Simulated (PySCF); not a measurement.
H4B (SMILES [BH4-]), charge -1, singlet, geometry from GFN2-xTB. Base run: PBE/cc-pVDZ, TDA in PySCF.

PySCF was given this input:
```python
from pyscf import gto, scf, dft, tdscf

mol = gto.M(
    atom='''
B     0.000000    0.000000   -0.000000
H    -0.806220   -0.804461   -0.461031
H     0.149430   -0.212450    1.200930
H    -0.421580    1.142326   -0.164496
H     1.078369   -0.125416   -0.575403
''',
    basis='cc-pvdz',
    charge=-1,
    spin=0,
    verbose=4,
)

mf = dft.RKS(mol)
mf.xc = 'pbe'
mf.kernel()
td = mf.TDA()
td.nstates = 5
td.kernel()
td.analyze()
```

Variants of this job, named by their change:

| change | first excitation (eV) | oscillator strength of the first | second (eV) |
|---|---|---|---|
| base | 9.14 | 0.112 | 9.14 |
| basis = 6-31G* | 10.41 | 0.000 | 10.41 |
| states = triplets | 8.35 | - | 8.35 |
| nstates = 10 | 9.14 | 0.112 | 9.14 |
| response = full linear response | 9.12 | 0.106 | 9.12 |
| functional = m062x | 9.90 | 0.000 | 9.90 |
| guess vectors = 13 for 5 states | 9.14 | 0.112 | 9.14 |
| functional = b3lyp | 9.52 | 0.145 | 9.52 |
| conv_tol = 1e-3 | 9.14 | 0.112 | 9.14 |
| nstates = 15 | 9.14 | 0.112 | 9.14 |

An iterative solver can miss low states, so a row lists the states that it found.
